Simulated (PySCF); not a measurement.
A PySCF script (with the pyscf-properties extension) for the NMR shieldings of `C(#C)BN(C)C`, C$_{4}$H$_{8}$BN, on a GFN2-xTB geometry:

```python
import basis_set_exchange as bse
import numpy as np
from pyscf import gto, dft
from pyscf.prop import nmr

atoms = """
C     2.859865    1.007358   -0.887827
C     1.966152    0.653021   -0.163653
B     0.860926    0.211674    0.780819
N    -0.380410   -0.147967    0.286160
C    -1.479839   -0.580014    1.114454
C    -0.731472   -0.138073   -1.114603
H     3.641878    1.313915   -1.521604
H     1.059925    0.173096    1.937753
H    -1.189699   -0.561049    2.161752
H    -1.782209   -1.599591    0.851071
H    -2.346363    0.075867    0.975915
H    -1.569008    0.543910   -1.295797
H     0.122736    0.185900   -1.703648
H    -1.033159   -1.138519   -1.442958
"""
names = dict.fromkeys(["C", "B", "N", "H"], "pcSseg-1")
basis = {el: gto.basis.parse(bse.get_basis(n, elements=[el], fmt="nwchem")) for el, n in names.items()}
mol = gto.M(atom=atoms, basis=basis, charge=0, verbose=0)
mf = dft.RKS(mol, xc="PBE0")
mf.grids.level = 2
mf.grids.alignment = dft.numint.BLKSIZE   # the property module wants whole blocks of grid points
mf.conv_tol = 1e-9
mf.kernel()

calc = nmr.RKS(mf)   # GIAO
C = mf.mo_coeff
Co = C[:, mf.mo_occ > 0]
resp = mf.gen_response(singlet=True, hermi=2)
def vind(x):   # induced exchange potential for any number of trial vectors
    d = np.einsum("pi,xij,qj->xpq", C, 2 * x.reshape(-1, C.shape[1], Co.shape[1]), Co, optimize=True)
    return np.einsum("xpq,pi,qj->xij", resp(d - d.transpose(0, 2, 1)), C, Co, optimize=True).ravel()
mo1, _ = nmr.rhf.solve_mo1(calc, with_cphf=vind)
sigma = calc.kernel(mo1)
for i, s in enumerate(sigma):   # ppm
    print("%2d %-2s %9.2f" % (i, mol.atom_pure_symbol(i), np.trace(s) / 3))
```

Q: What are the results?

A: 
```
 0 C      81.07
 1 C      92.10
 2 B      73.68
 3 N     122.73
 4 C     139.95
 5 C     143.12
 6 H      29.09
 7 H      27.26
 8 H      28.24
 9 H      28.80
10 H      28.84
11 H      29.05
12 H      27.28
13 H      29.05
```

These numbers come from an equivalent density-fitted implementation of the same equations, which agrees with the script to about 0.01 ppm for H and up to a few tenths of a ppm for heavy atoms, so last digits may differ.

Size and cost of the density-fitted run: 142 basis functions, 34 s wall time on 1 thread of an Arm Neoverse N1, shared host; peak memory 0.65 GiB.
